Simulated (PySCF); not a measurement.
Nd(46+): ionisation energy

Nd(46+) [Ne] 3s2 3p2 [3p1/2^2, M_J = 0] → Nd(47+) [Ne] 3s2 3p1 [3p1/2^1, M_J = 1/2], as a difference of total energies. Computed with PySCF 2.14 in an even-tempered Gaussian basis (18 s from 11 bohr⁻², ratio 2.4; 14 p from 15 bohr⁻², ratio 2.4; 4 d from 50 bohr⁻², ratio 2.6; 4 f from 75 bohr⁻², ratio 2.6), with the two-component X2C-1e Hamiltonian. Correlated levels: 1s2 frozen; the 54 highest virtual spinors dropped. "Screened" scales the spin-orbit matrix elements by Boettger's factors to mimic the two-electron term; Breit and QED terms are absent.

| method | ionisation energy (eV) |
| --- | --- |
| GHF (spin-free) | 3810.5 |
| GMP2 (spin-free) | 3811.2 |
| GHF (screened spin-orbit) | 3893.3 |
| GMP2 (screened spin-orbit) | 3895.2 |

Breit and QED terms and the two-electron picture change are absent.

The spin-free rows relax to the high-spin LS determinant and lack the spin-orbit shift.

The labels give the starting determinants; with spin-orbit coupling the two ends relaxed to ⟨J²⟩ = 0.00, ⟨L²⟩ = 1.34, ⟨S²⟩ = 1.34 and ⟨J²⟩ = 0.75, ⟨L²⟩ = 2.01, ⟨S²⟩ = 0.76.

For comparison: 3891 ± 4 eV (theoretical estimate listed by NIST; NIST Atomic Spectra Database, ionization energies).
